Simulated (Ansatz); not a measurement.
The same path of ClF$_{2}$H$_{7}$N$_{3}$Ta (14 atoms, charge 0, multiplicity 1) was run twice with different band settings. Lost on the way: Ta1–Cl2, F13–H14. Made: Cl2–H14.

The calculation used RKS PBE/def2-SVP in Ansatz.

Relaxed end points:

```xyz
14
Properties=species:S:1:pos:R:3
Ta -0.230 0.025 0.125
Cl 2.251 0.509 0.285
N 0.001 0.171 2.120
H -0.718 -0.248 2.730
H 0.818 0.433 2.681
N 0.313 -0.129 -1.808
H -0.307 -0.643 -2.453
H 1.210 0.055 -2.267
N -1.141 1.756 -0.079
H -1.456 2.338 0.702
H -1.323 2.210 -0.980
F -1.658 -1.219 0.106
F 1.089 -2.065 0.388
H 1.841 -1.439 0.402
```

```xyz
14
Properties=species:S:1:pos:R:3
Ta -0.570 -0.119 0.177
Cl 3.256 -1.538 -0.223
N 0.295 0.569 1.820
H 0.918 -0.024 2.380
H 0.113 1.463 2.282
N 0.577 0.301 -1.378
H 0.267 0.347 -2.355
H 1.603 0.210 -1.335
N -1.766 1.471 -0.087
H -2.760 1.514 0.171
H -1.479 2.386 -0.453
F -2.182 -1.145 0.203
F 0.394 -1.814 0.589
H 2.026 -1.867 0.161
```

Common settings: climbing image yes; spring 5.0 eV/Å²; optimiser quadratic models (default); start path through a guess of the saddle point; force threshold 0.03 eV/Å; iteration limit 60; end points relaxed.

| run | movable images |
| --- | --- |
| 1 | 5 |
| 2 | 3 |

(1) What does each run give, and how far can it be trusted?

Answers

(1) Run 1: converged after 17 iterations, highest image 0.193 eV above the first end. A vibrational analysis at the climbing image gives one clearly imaginary mode, 174i cm⁻¹: a first-order saddle point.
Run 2: converged after 20 iterations, highest image 0.192 eV above the first end. Another band between the same ends (5 images) ends at a top of the same energy, where a vibrational analysis finds 1 clearly imaginary mode. So few images can step over the top or miss a turn of the path.
The orbitals stay closed-shell, which can raise the energy where a bond breaks towards radicals; this wasn't checked here.
